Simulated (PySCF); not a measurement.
Precursor series Ti F-H. Gas-phase values, no solvent.

The charge on the central atom (meta-Löwdin) from two functionals at the same geometries (BP86-D3(BJ)/def2-SVP), both in PySCF: PBE-D3(BJ)/def2-TZVP and B3LYP-D3(BJ)/def2-TZVP. B3LYP has the VWN-RPA correlation part, as in Gaussian. 

```tsv
species	PBE-D3(BJ)/def2-TZVP (e)	B3LYP-D3(BJ)/def2-TZVP (e)
0 of 4 F replaced by H	1.54	1.70
1 of 4 F replaced by H	1.35	1.49
2 of 4 F replaced by H ([Ti(F)2(H)2])	1.19	1.32
3 of 4 F replaced by H ([Ti(F)(H)3])	1.05	1.16
4 of 4 F replaced by H ([Ti(H)4])	0.92	1.02
```

Over these rows, drawn at random from the members with no instability flagged (it was tested for open shells, ions and some series alone), PBE minus B3LYP-D3(BJ): mean -0.12 e, from -0.15 e to -0.09 e.
